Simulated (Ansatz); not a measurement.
Reactions of `[F][Sn]([F])([F])[GeH3]`.

Calculated with Ansatz (gas phase, PBE0-D4/def2-TZVP geometries, no zero-point term in ΔE). CCSD(T)/CBS adds triple-zeta CCSD(T) − MP2 to the extrapolated MP2 energy (def2 sets, frozen cores). Functionals use def2-TZVPP. def2 core potentials past Kr. For Ge, Se, Sn, W outer-core shells are correlated without core-valence functions, which leaves a few kJ/mol of doubt a bond. Scalar relativity is left out up to krypton. One conformer a species, not always the lowest.

```tsv
reaction	PBE0-D4 (eV)	r2SCAN-D4 (eV)	RPA@PBE/def2-TZVPP (eV)
`[F][Sn]([F])([F])[GeH3]` + `C[O][W]([OH])([OH])([OH])([OH])[Cl]` → `C[O][Sn]([F])([F])[GeH3]` + `[OH][W]([OH])([OH])([OH])([F])[Cl]`	0.11	0.10	0.13
`[F][Sn]([F])([F])[GeH3]` + `C#[C][AlH][NH2]` → `C#[C][AlH][GeH3]` + `[NH2][Sn]([F])([F])[F]`	1.41	1.46	1.30
`[F][Sn]([F])([F])[GeH3]` + `N#CCCl` → `N#[C][Sn]([F])([F])[F]` + `Cl[CH2][GeH3]`	0.92	0.87	0.55
`[F][Sn]([F])([F])[GeH3]` + `[F][Ge]([F])([F])[SeH]` → `[F][Sn]([F])([F])[SeH]` + `[F][Ge]([F])([F])[GeH3]`	0.07	0.07	0.07
```

(1) Give the CCSD(T)/CBS values in the same order. (Estimate.)

Largest T1 diagnostic: 0.022, for `C[O][W]([OH])([OH])([OH])([OH])[Cl]`.

Answers

(1) The calculation gave: 0.16, 1.41, 0.70, 0.04 eV.
